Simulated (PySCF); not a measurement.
**Electronic absorption of C4H9ClSSi**

C₄H₉ClSSi.
SMILES: `C=CSCC[SiH2]Cl`

Method: PySCF 2.14.0, density-fitted response routines, TDDFT B3LYP/def2-SVPD, vertical, gas phase, core orbitals frozen in the response. Isolated species at its GFN2-xTB geometry (one conformer only). Torsions of this conformer, `[CH2:1]=[CH:2][S:3][CH2:4][CH2:5][SiH2:6][Cl:7]`: C1–C2–S3–C4 4°, C2–S3–C4–C5 170°, S3–C4–C5–Si6 -63°, C4–C5–Si6–Cl7 -50°.

```json
{"state": "S1", "E (eV)": "5.17", "ν̃ (cm⁻¹)": "41700", "f": "0.0018", "|μ| (D)": "0.30", "main configurations (H = HOMO, L = LUMO)": "H→L+2 (90%)"}
{"state": "S2", "E (eV)": "5.36", "ν̃ (cm⁻¹)": "43220", "f": "0.018", "|μ| (D)": "0.93", "main configurations (H = HOMO, L = LUMO)": "H→L+1 (60%), H→L (38%)"}
{"state": "S3", "E (eV)": "5.64", "ν̃ (cm⁻¹)": "45460", "f": "0.239", "|μ| (D)": "3.35", "main configurations (H = HOMO, L = LUMO)": "H→L (54%), H→L+1 (31%)"}
{"state": "S4", "E (eV)": "5.74", "ν̃ (cm⁻¹)": "46280", "f": "0.025", "|μ| (D)": "1.08", "main configurations (H = HOMO, L = LUMO)": "H→L+3 (81%)"}
{"state": "S5", "E (eV)": "6.14", "ν̃ (cm⁻¹)": "49560", "f": "0.014", "|μ| (D)": "0.77", "main configurations (H = HOMO, L = LUMO)": "H→L+4 (89%)"}
{"state": "S6", "E (eV)": "6.35", "ν̃ (cm⁻¹)": "51180", "f": "0.015", "|μ| (D)": "0.79", "main configurations (H = HOMO, L = LUMO)": "H→L+5 (57%), H→L+6 (34%)"}
{"state": "S7", "E (eV)": "6.44", "ν̃ (cm⁻¹)": "51940", "f": "0.0056", "|μ| (D)": "0.48", "main configurations (H = HOMO, L = LUMO)": "H→L+6 (37%), H→L+5 (32%), H→L+7 (16%)"}
{"state": "S8", "E (eV)": "6.72", "ν̃ (cm⁻¹)": "54210", "f": "0.013", "|μ| (D)": "0.70", "main configurations (H = HOMO, L = LUMO)": "H→L+7 (61%), H→L+6 (23%)"}
```

Triplets (Tamm–Dancoff): T1 3.94 eV, H→L (73%), H→L+1 (17%); T2 4.89 eV, H→L+2 (81%); T3 5.31 eV, H→L+1 (75%), H→L (18%).

The lowest singlet lies at 5.17 eV (240 nm, ultraviolet) and is very weak; its leading configuration is HOMO→LUMO+2 (90%). The strongest level in the table is S3 at 5.64 eV (220 nm, f = 0.239). Löwdin shares by element: HOMO sulfur 47%, carbon 43% or more; LUMO carbon 51% or more, sulfur 11%, silicon 8% (atoms not listed hold the other 30%). Of the 8 states listed, 6 reach f = 0.01 and none stays under 0.0005. The listed states span 1.55 eV, and the widest gap between neighbours is 0.41 eV (S4 to S5). Orbital energies (eV): HOMO-3 -8.83, HOMO-2 -8.68, HOMO-1 -8.33, HOMO -6.14, LUMO -0.17, LUMO+1 -0.04, LUMO+2 0.03. No computed singlet lies in the visible range (380 to 750 nm); the lowest, at 240 nm, stands 1.91 eV above its violet end (3.26 eV). Singlets were solved by full linear response, triplets in the Tamm–Dancoff approximation.
